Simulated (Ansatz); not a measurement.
One change: `[SiH3]C[CH2][InH2]` becomes `CCC[SiH3]`.

Ansatz, PBE0-D4/def2-TZVP geometries, multiplicity 1. Each molecule was computed in one conformer, which needn't be the lowest.

Elements past krypton have def2 core potentials.

```csv
property,`[SiH3]C[CH2][InH2]`
HOMO–LUMO gap (PBE0/def2-TZVPP) / eV,5.80
HOMO energy (PBE/def2-TZVPP) / eV,-5.95
HOMO–LUMO gap (B3LYP/def2-TZVPP) / eV,5.37
LUMO energy (B3LYP/def2-TZVPP) / eV,-1.49
HOMO energy (PBE0/def2-TZVPP) / eV,-7.05
HOMO–LUMO gap (PBE/def2-TZVPP) / eV,3.95
```

Problem. What does the change do to each property? (An estimate is asked.)

Solution. Ansatz gave: 
| property | `CCC[SiH3]` | shift |
| --- | --- | --- |
| HOMO–LUMO gap (PBE0/def2-TZVPP) / eV | 9.21 | 3.41 |
| HOMO energy (PBE/def2-TZVPP) / eV | -7.22 | -1.27 |
| HOMO–LUMO gap (B3LYP/def2-TZVPP) / eV | 8.74 | 3.37 |
| LUMO energy (B3LYP/def2-TZVPP) / eV | 0.46 | 1.95 |
| HOMO energy (PBE0/def2-TZVPP) / eV | -8.49 | -1.44 |
| HOMO–LUMO gap (PBE/def2-TZVPP) / eV | 7.15 | 3.20 |

With PBE0 the HOMO falls by 1.44 eV and the LUMO rises by 1.97 eV, so the gap widens by about 3.41 eV. PBE moves the HOMO by -1.27 eV and ωB97M-V by -1.52 eV. The zero-point energy changes by 72.0 kJ/mol with +3 modes.

Positive LUMOs are unbound, so they and the gaps depend on the basis.

B3LYP here is the variant with VWN-RPA as its local correlation; programs differ in this.
